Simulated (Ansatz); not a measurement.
**Halogen abstraction**

Start structure (SiH$_{4}$I, doublet), relaxed at PBE0-D4/def2-TZVP:

```json
{"atom": "I1", "x (Å)": "-0.6063", "y (Å)": "-0.5490", "z (Å)": "-0.9653"}
{"atom": "Si2", "x (Å)": "0.4195", "y (Å)": "0.4060", "z (Å)": "1.0310"}
{"atom": "H3", "x (Å)": "-1.6637", "y (Å)": "-1.6262", "z (Å)": "-4.3105"}
{"atom": "H4", "x (Å)": "1.2252", "y (Å)": "-0.6456", "z (Å)": "1.6931"}
{"atom": "H5", "x (Å)": "-0.6572", "y (Å)": "0.8777", "z (Å)": "1.9320"}
{"atom": "H6", "x (Å)": "1.2826", "y (Å)": "1.5371", "z (Å)": "0.6196"}
```

The step: SiH₃I ([SiH3][I]) + H → SiH₃ + HI; bonds formed: I1–H3; bonds broken: I1–Si2. Program: Ansatz 0.2.0. Basis: def2-TZVPP and def2-QZVPP. Cores are frozen in the correlated methods; orbitals are unrestricted. Filled d shells of the heavier atoms are correlated. Core potentials replace the inner electrons of the atoms past krypton. The def2 sets are not built for correlating such inner shells, so the correlated values are less sure here. Extrapolation: Hartree–Fock as exp(−7.88 √X), correlation as X^−2.97. Energies below are by CCSD(T) at an estimated basis limit (MP2 extrapolated from triple and quadruple zeta, plus CCSD(T) − MP2 in triple zeta).

What are the electronic barrier and the energy of the step, from the start structure to the end structure? (Judge from chemistry; the value comes from the calculation.)

Computed: Barrier 5.51 kcal/mol; step energy 1.86 kcal/mol (uphill); reverse barrier, their difference, 3.65 kcal/mol. Barrier and step energy count from the start structure, the reverse barrier from the end structure.

The saddle point: One imaginary mode of 190i cm⁻¹.
```csv
pair,start (Å),saddle (Å),end (Å)
I1–H3,3.67,1.91,1.63
I1–Si2,2.44,2.59,3.44
```

Zero-point energy (harmonic, PBE0-D4): ZPE is 16.01 kcal/mol at the start and 16.10 kcal/mol at the saddle, so the barrier goes from 5.51 to 5.59 kcal/mol.

No T1 diagnostic of these runs exceeds 0.016. ⟨S²⟩ of the unrestricted Hartree–Fock references: 0.75 to 0.81 (a pure state has 0.75). The unrestricted reference is spin-contaminated, which hurts MP2 most.

Radical steps of this kind take place in plasma deposition and etching.

Labels in which every atom is bracketed show which atoms are joined, not bond orders.

For scale, one of the runs: CCSD(T)/def2-TZVPP, 148 basis functions, launched by `ansatz run in.yaml --threads 4 --pin off --events-out ev --progress --plain --max-ram 9574MiB`. The run took 40 s on 4 CPU threads of an Arm Neoverse V2 (shared host), with 2.4 GiB of host memory at its peak.
